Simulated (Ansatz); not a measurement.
Start from `CO[SiH2][S][GeH3]` and change one atom or group to get `[SiH3][SiH2][S][GeH3]`.

Ansatz, PBE0-D4/def2-TZVP geometries, multiplicity 1. Each molecule was computed in one conformer, which needn't be the lowest.

Scalar relativity is left out up to krypton.

```tsv
property	`CO[SiH2][S][GeH3]`
size of the dipole moment (PBE/def2-TZVPP) / D	1.95
LUMO energy (ωB97M-V/def2-TZVPP) / eV	1.65
HOMO–LUMO gap (PBE/def2-TZVPP) / eV	5.15
HOMO energy (B3LYP/def2-TZVPP) / eV	-7.13
LUMO energy (PBE0/def2-TZVPP) / eV	-0.15
size of the dipole moment (ωB97M-V/def2-TZVPP) / D	2.08
```

Problem. What does the change do to each property? (An estimate is asked.)

Solution. Computed: 
| property | `[SiH3][SiH2][S][GeH3]` | shift |
| --- | --- | --- |
| size of the dipole moment (PBE/def2-TZVPP) / D | 1.06 | -0.89 |
| LUMO energy (ωB97M-V/def2-TZVPP) / eV | 1.28 | -0.37 |
| HOMO–LUMO gap (PBE/def2-TZVPP) / eV | 4.70 | -0.45 |
| HOMO energy (B3LYP/def2-TZVPP) / eV | -6.93 | 0.20 |
| LUMO energy (PBE0/def2-TZVPP) / eV | -0.48 | -0.33 |
| size of the dipole moment (ωB97M-V/def2-TZVPP) / D | 1.14 | -0.94 |

With PBE0 the HOMO rises by 0.23 eV and the LUMO falls by 0.33 eV, so the gap narrows by about 0.56 eV. PBE moves the HOMO by 0.17 eV and ωB97M-V by 0.32 eV. Dipoles are sizes alone; their direction can turn.

B3LYP here is the variant with VWN-RPA as its local correlation; programs differ in this.
